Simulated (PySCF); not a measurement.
The free ion Ni5+ in its d5 configuration.

Method (PySCF 2.14, density fitting): CASSCF(5,5) with orbitals averaged over all microstates of the shell, strongly contracted NEVPT2 on the averaged canonical orbitals; basis x2c-TZVPall; spin-free X2C; gas phase; spin-orbit coupling by state interaction with the mean-field operator over all roots.

CASSCF energies above the lowest CASSCF root:

| state | CASSCF / cm⁻¹ |
| --- | --- |
| 6S | 0 |
| 4G | 46748 |
| 4P | 54115 |
| 4D | 58081 |
| 2I | 66702 |
| 2D | 75921 |
| 2F | 77307 |
| 4F | 78400 |
| 2H | 82164 |
| 2G | 84511 |
| 2F | 90987 |
| 2S | 100702 |
| 2D | 111306 |
| 2G | 122639 |
| 2P | 150162 |
| 2D | 162152 |

**Question.** How does dynamic correlation (SC-NEVPT2) move these states?

**Answer.** 
```csv
state,NEVPT2 / cm⁻¹,shift / cm⁻¹
6S,0,0
4G,44608,-2140
4P,49732,-4382
4D,53732,-4349
2I,64822,-1880
2D,69862,-6059
2F,71783,-5524
4F,73241,-5159
2H,78041,-4122
2G,79183,-5329
2F,84384,-6604
2S,92264,-8438
2D,102736,-8570
2G,114566,-8073
2P,138258,-11904
2D,149881,-12271
```

In the ligand-field fit B goes from 1619 to 1460 cm⁻¹, C goes from 6112 to 5833 cm⁻¹.
